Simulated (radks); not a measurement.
The lead ion Pb21+, 61 electrons, occupied as [Kr] 4d10 4f13 5s2 (the NIST ground configuration).

Method: Dirac Kohn-Sham, PBE, spin-unpolarised, spherical densities, finite nucleus; open shells fill j = l - 1/2 first; Fermi nuclear charge, rms radius 5.5012 fm; computed with a radial shooting solver on a logarithmic mesh with Libxc functionals.

Energy parts (eV):
part                       energy
total                  -564632.41
kinetic                 657198.26
electron-nucleus      -1396352.21
Hartree                 184601.47
exchange-correlation    -10079.93

Orbitals (lengths in bohr, moments of r in powers of bohr):
\begin{tabular}{lrrrr}
orbital & occ. & eigenvalue (eV) & <r^4> & small-component weight \\ \hline
1s1/2 & 2 & -88454.31 & 3.540e-07 & 9.78e-02 \\
2s1/2 & 2 & -16242.73 & 0.00005068 & 2.26e-02 \\
2p1/2 & 2 & -15627.78 & 0.00002984 & 2.27e-02 \\
2p3/2 & 4 & -13437.37 & 0.00004814 & 1.99e-02 \\
3s1/2 & 2 & -4291.160 & 0.001824 & 7.61e-03 \\
3p1/2 & 2 & -4012.132 & 0.001577 & 7.56e-03 \\
3p3/2 & 4 & -3522.453 & 0.002240 & 6.76e-03 \\
3d3/2 & 4 & -3061.735 & 0.001465 & 6.65e-03 \\
3d5/2 & 6 & -2957.359 & 0.001627 & 6.44e-03 \\
4s1/2 & 2 & -1358.436 & 0.03859 & 2.66e-03 \\
4p1/2 & 2 & -1236.903 & 0.04029 & 2.57e-03 \\
4p3/2 & 4 & -1114.468 & 0.05541 & 2.27e-03 \\
4d3/2 & 4 & -915.5065 & 0.06114 & 2.09e-03 \\
4d5/2 & 6 & -892.2030 & 0.06689 & 2.01e-03 \\
4f5/2 & 6 & -633.8085 & 0.07899 & 1.69e-03 \\
4f7/2 & 7 & -628.2343 & 0.08225 & 1.67e-03 \\
5s1/2 & 2 & -593.0104 & 0.5808 & 9.36e-04 \\
\end{tabular}

The highest occupied level is 5s1/2 at -593.01 eV. For comparison, the ionisation energy in NIST's Atomic Spectra Database is 610 eV (theoretical). In exact Kohn-Sham theory the highest level is minus the ionisation energy, but local and semilocal functionals leave it too shallow, through self-interaction and a potential that decays too fast; potentials with the right tail come closer.

Beside tabulated values, note that spin-unpolarised runs miss the spin-polarisation part of the exchange energy of open shells.
